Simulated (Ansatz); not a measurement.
Name a neutral molecule of B, C, O, Si and H with LUMO energy (ωB97M-V/def2-TZVPP) between 0.50 and 0.80 eV and HOMO energy (ωB97M-V/def2-TZVPP) between -8.45 and -8.15 eV (Ansatz, PBE0-D4/def2-TZVP geometry).

`OB[SiH]1C[SiH2]1` (0.56 eV, -8.29 eV). Other molecules can fit too; these were computed, each in one conformer that needn't be the lowest.
